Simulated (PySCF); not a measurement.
Coordinates in bohr (charge 0 multiplicity 3):
```
O     0.0000    0.0000    0.0000
Cd    0.0000    0.0000    3.7557
Cd    0.0000    0.0000   -3.7557
```

These are results of UPBE0 in PySCF with O def2-TZVP, Cd def2-TZVP with ECP28; scalar-relativistic core potentials, no spin–orbit coupling; density-fitted integrals, not measurements.

This geometry of Cd2O is a stationary point at this level.

**Question.** What is the point group?

**Answer.** D∞h.

**Question.** Is it a minimum?

**Answer.** No: it has 2 imaginary modes (one degenerate set), at 143i cm⁻¹ (πu).

**Question.** List the harmonic modes with their infrared intensities.

**Answer.** 
| symmetry | ω (cm⁻¹) | IR (km/mol, summed over degenerate members) |
| --- | --- | --- |
| πu | 143i | – |
| σg+ | 200 | 0.0 |
| σu+ | 752 | 419 |

**Question.** Give the atomic charges and bond orders.

**Answer.** 
| atom | Mulliken | Löwdin | polar tensor | spin (Mulliken) | Mayer order to O1 |
| --- | --- | --- | --- | --- | --- |
| O1 | -0.90 | -0.77 | -1.05 | 0.20 | – |
| Cd2,3 | 0.45 | 0.38 | 0.53 | 0.90 | 0.78 |

In D∞h the vibrations span πu + σg+ + σu+. The σg+ mode carries no infrared intensity, as symmetry demands. With a centre of inversion only u modes can be infrared active and only g modes Raman active.

Only a few start shapes were tried, so a lower isomer may exist. At this level a triplet minimum of C2v symmetry lies 30 kJ/mol below this structure.
